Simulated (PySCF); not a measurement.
Species: C₅H₅FO.
Atom-mapped SMILES: `[CH3:1][C:2](=[O:3])[C:4]1=[CH:5][C@@H:6]1[F:7]`

Definitions: NICS(0) = −σiso at the ring centroid; NICS(1) = −σiso and NICS(1)zz = −σzz at ±1 Å along the ring normal z. Level: GIAO PBE0/pcSseg-1 (PySCF, non-relativistic, gas phase) on the GFN2-xTB geometry, one conformer.

Ring bond lengths (Å), with Mayer bond orders in brackets: C4–C5 1.316 (1.57), C5–C6 1.477 (0.99), C6–C4 1.490 (0.90).

Problem. What do the NICS probes read (ppm)?

Solution. 
```csv
ring,type,NICS(0),"NICS(1), two faces","NICS(1)zz, two faces",rms pucker (Å),"centre to ring atoms, mean (Å)"
C4–C5–C6,"3-membered carbocycle; formal bonds 1 double, 2 single",-29.3,-11.0 / -7.6,-21.6 / -13.2,0.00,0.82
```

Problem. What do they say, and how far can they be read as aromaticity?

Solution. 
- C4–C5–C6: mean NICS(1)zz -17.4 ppm, shielded. C6 has four or more neighbours; no verdict on aromaticity is drawn. The two faces differ by 8.4 ppm, so no symmetry operation interchanges them. NICS(0) lies 20 ppm below the mean NICS(1).

Problem. Give the inner angles of the rings and the Hirshfeld charges of the ring atoms.

Solution. 
- C4–C5–C6: C4 63.2° (-0.007 e), C5 64.2° (-0.019 e), C6 52.7° (+0.034 e); sum 180.0° against 180° for a flat convex ring.

Shape of the structure used: `[CH3:1][C:2](=[O:3])[C:4]1=[CH:5][C@@H:6]1[F:7]`: C1–C2–C4–C5 142°.
